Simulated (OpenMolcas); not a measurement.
# Exact exchange and the vertical electron affinity of GeH2ClO

GeH2ClO has 5 atoms, charge 0, and is taken as a doublet. SMILES: `[O][GeH2][Cl]`. Geometry: relaxed at PBE0-D4/def2-TZVP.

The vertical electron affinity (to the singlet anion) y, in eV, basis def2-SVPD; a is the functional's share of exact exchange. Programs: OpenMolcas 26.06.

| functional | program | a | y (eV) |
| --- | --- | --- | --- |
| UTPSS | OpenMolcas | 0 | 2.94 |
| U-revPBE | OpenMolcas | 0 | 2.99 |
| UB3LYP | OpenMolcas | 0.2 | ? |
| UPBE0 | OpenMolcas | 0.25 | 2.83 |
| UBHLYP | OpenMolcas | 0.5 | 2.48 |

Fit y = c + s·a to the known rows and predict UB3LYP.


1. Means of the 4 rows: a = 0.1875, y = 2.810.
2. Σ(Δa)² = 0.17188, Σ(Δa·Δy) = -0.16, so the slope is -0.16/0.17188 = -0.93088.
3. Intercept: 2.810 − (-0.93088) × 0.1875 = 2.985. The largest residual of the fit is 0.078.
4. UB3LYP: 2.985 + (-0.93088) × 0.2 = 2.80 eV.

The run gave 2.97 eV, so the prediction is off by -0.17 eV, more than the largest residual. The rows mix families of semi-local functionals, which the line can't see.
